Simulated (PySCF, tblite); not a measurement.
Compound: C5H2ClFN2.
Structure used (GFN2-xTB), in Å, numbered top down from 1:
```xyz
11
C5H2ClFN2 angstrom
N      3.2962   -0.5090   -0.4657
C      2.1670   -0.6574   -0.3522
C      0.7695   -0.8473   -0.2080
F      0.3536   -2.1196   -0.2302
C     -0.1090    0.1663   -0.0695
C      0.3698    1.4984   -0.0662
N      0.7197    2.5882   -0.0727
C     -1.5738   -0.0387    0.1301
Cl    -1.9691    0.3643    1.8430
H     -1.8593   -1.0765   -0.0375
H     -2.1593    0.6340   -0.4969
```

Method used: PBE0/pcSseg-1 in PySCF (dipole) on a GFN2-xTB geometry, gas phase.

Take the most abundant isotopes and a rigid rotor. The values belong to one conformer with, in the numbering `[N:1]#[C:2]/[C:3]([F:4])=[C:5](\[C:6]#[N:7])[CH2:8][Cl:9]`, C3–C5–C8–Cl9 107°.

(1) What are A, B and C (GHz)?

(2) Classify the top.

(3) What does the inertial defect say?

(4) Give the other two planar moments, Paa and Pbb, and the rms extents of the mass along the axes.

(5) Which types of transition are allowed, and where do some lines up to J = 2 fall?

(6) Estimate the classical rotational partition function at 10 K, 25 K and 50 K.

## Answers

(1) Ia = 249.78, Ib = 526.29, Ic = 706.33 u·Å²; 505379 MHz·u·Å²/I gives 2023, 960.3 and 715.5 MHz, that is A = 2.0233, B = 0.9603, C = 0.7155 GHz.

(2) An asymmetric top: κ = (2 × 960.3 − 2023 − 715.5)/(2023 − 715.5) = -0.63.

(3) Not planar: Δ = Ic − Ia − Ib = -69.74 u·Å². For a rigid frame Δ = −2 Σ m c², so Σ m c² = 34.87 u·Å² lies off the ab plane: 3.94 from hydrogen and 30.93 from heavier atoms. The atom farthest from that plane is 1.68 Å away.

(4) Paa = Σ m a² = (Ib + Ic − Ia)/2 = 491.42 and Pbb = Σ m b² = (Ia + Ic − Ib)/2 = 214.91 u·Å². With the mass M = 143.99 u, the rms extents √(P/M) along a, b and c are 1.85, 1.22, 0.49 Å.

(5) The dipole components are |μa| = 1.83 D, |μb| = 3.25 D, |μc| = 2.24 D. Intensities carry the squares of the components, which stand as 0.32 : 1.00 : 0.47 (a : b : c). Some lines, for components of 0.1 D or more:

```
type  branch         J(Ka,Kc)   MHz  lower level (cm⁻¹)
   c       Q  1(1,1) ← 1(0,1)  1063               0.056
   b       Q  2(1,1) ← 2(0,2)  1590               0.166
   c       R  1(1,0) ← 0(0,0)  2984               0.000
   a       R  2(1,2) ← 1(1,1)  3107               0.091
   c       Q  2(2,1) ← 2(1,1)  3189               0.219
   b       Q  2(2,0) ← 2(1,1)  3227               0.219
   a       R  2(0,2) ← 1(0,1)  3314               0.056
   a       R  2(1,1) ← 1(1,0)  3596               0.100
   b       Q  2(2,1) ← 2(1,2)  3923               0.195
   c       R  2(1,1) ← 1(0,1)  4904               0.056
   b       R  2(2,1) ← 1(1,0)  6785               0.100
   c       R  2(2,1) ← 1(1,1)  7030               0.091
```

(6) Point group C1, symmetry number σ = 1; q = (√π/σ)·√((kT/h)³/(ABC)), k/h = 20836.6 MHz/K: 4520 at 10 K, 17900 at 25 K, 50600 at 50 K.

Its GFN2-xTB frequencies are all real (lowest 32 cm⁻¹). No vibrational averaging or centrifugal distortion is included, and the geometry carries the error of its method. Quadrupole hyperfine structure (14N, 35Cl) is left out.
